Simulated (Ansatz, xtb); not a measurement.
# Relative energy of two isomers of C5H9ClF2

Structure X: `CC[C@](C)(Cl)C(F)F`, a singlet. Structure Y: `CCCCC(F)(F)Cl`, a singlet. Both are isolated molecules in the gas phase, relaxed with r2SCAN-D4/def2-SVP, each in the lowest conformer that the search found.

Problem. Which of the two would you expect CCSD(T)/def2-SVP + ΔMP2/def2-TZVPP electronic energies to favour?

Solution. Structure X; the calculation gives E(Y) − E(X) = +0.069 eV.

The same difference at several levels:

```
                             level            geometry  E(Y) − E(X) (eV)  departure from the last row (eV)  job, with rough time for the two
                          GFN2-xTB            GFN2-xTB              +0.073                            +0.004              optimisation, 0.13 s
                         HF/STO-3G            GFN2-xTB              −0.313                            −0.382              single point, 0.42 s
      r2SCAN-D4/def2-SVP//GFN2-xTB            GFN2-xTB              −0.010                            −0.079               single point, 4.8 s
                r2SCAN-D4/def2-SVP  r2SCAN-D4/def2-SVP              −0.012                            −0.081                optimisation, 36 s
                       HF/def2-SVP  r2SCAN-D4/def2-SVP              +0.008                            −0.061           part of the CCSD(T) run
                      MP2/def2-SVP  r2SCAN-D4/def2-SVP              +0.064                            −0.005           part of the CCSD(T) run
                  CCSD(T)/def2-SVP  r2SCAN-D4/def2-SVP              +0.059                            −0.010                      single point
CCSD(T)/def2-SVP + ΔMP2/def2-TZVPP  r2SCAN-D4/def2-SVP              +0.069                                               single point, 2.7 min
```

As drawn, both hold the same kinds of bond in the same numbers. Structure X has 2 methyl groups, Y 1.

HF/STO-3G puts the two in the other order. r2SCAN-D4/def2-SVP//GFN2-xTB, r2SCAN-D4/def2-SVP, HF/def2-SVP find them nearly level. The largest departure from CCSD(T)/def2-SVP + ΔMP2/def2-TZVPP is that of HF/STO-3G, 0.382 eV. The last row adds to CCSD(T) the change of the MP2 difference between the two basis sets, here +0.010 eV.

With thermal terms from frequencies at re-optimised GFN2-xTB minima (ideal gas, soft modes damped towards free rotors, one conformer each, 298.15 K, 1 atm): on the last row, ΔE + ΔZPE = +0.077, ΔH = +0.076, ΔG = +0.057 eV.

The correlated steps freeze 12 core orbitals. Mirror images aren't counted in ΔG. Codes used: Ansatz 0.2.0, xtb 6.7.1; the last row on 4 threads of Arm Neoverse V2 on a shared host.
